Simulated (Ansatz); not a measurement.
F₂I₂Sn, SMILES `[F][Sn]([F])([I])[I]`, relaxed with RKS PBE-D4/def2-SVP in Ansatz 0.2.0 from a rough embedded geometry. The force threshold is 0.03 eV/Å; the program also tests the step.

The species carries charge 0 and has multiplicity 1. Sn, I takes the def2 core potential.

Start:

```xyz
5

F     2.012    0.347    0.396
Sn    0.107    0.126   -0.027
F    -0.530    1.767   -0.807
I    -0.261   -1.827   -1.795
I    -1.328   -0.414    2.233
```

```csv
step,energy (eV),largest force (eV/Å),largest move (Å)
1,-27460.6567,0.835,0.000
2,-27460.7058,0.162,0.106
3,-27460.7081,0.012,0.020
```

End:

```xyz
5

F     1.934    0.341    0.381
Sn    0.047    0.071   -0.010
F    -0.497    1.776   -0.776
I    -0.197   -1.842   -1.868
I    -1.287   -0.346    2.274
```

It took 3.7 s on 4 threads of an Arm Neoverse V2 on a shared host, with 0.17 GiB of host memory at the peak.
